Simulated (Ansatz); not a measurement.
A structure relaxed at PBE-D4/def2-SVP in Ansatz, charge 0, singlet:

```xyz
22

Zn   -0.0423    0.6716   -2.8361
S    -1.7715   -1.3122   -0.8447
Zn    1.4567   -2.4924   -0.3765
S     1.5779   -0.1037   -1.0964
S     0.3829   -0.7453    2.2066
Zn   -1.7190    0.1172    1.1913
Zn    2.3864    1.5696    0.5762
S    -0.8267    2.2039    0.1716
H     0.6628    0.6625   -4.2356
H    -1.3742    0.9599   -1.9893
H    -2.3435   -2.3949   -0.2245
H    -2.9861   -0.8432   -1.2805
H     0.0622   -2.5645    0.4113
H     2.7333   -3.2504   -0.8721
H     2.6933   -0.1778   -1.8695
H    -0.2145   -1.8267    2.8045
H     0.2943    0.0120    3.3480
H    -3.0030    0.2078    2.0830
H     3.7937    2.1026    0.1389
H     1.1957    1.6082    1.6516
H    -2.0412    2.6539   -0.2832
H    -0.9172    2.9422    1.3252
```

Give its formula and point group.

Zn₄H₁₄S₄. Point group C3 (tolerance 0.1 Å).

Summarise the bond lengths by kind (pairs closer than 1.2 times the sum of covalent radii, bridged metal pairs left out).

6 × S–Zn 2.49 to 2.50 Å; 7 × H–Zn 1.57 to 1.60 Å; 7 × H–S 1.36 to 1.37 Å.

In the singlet geometry the species has come apart into loosely held pieces.
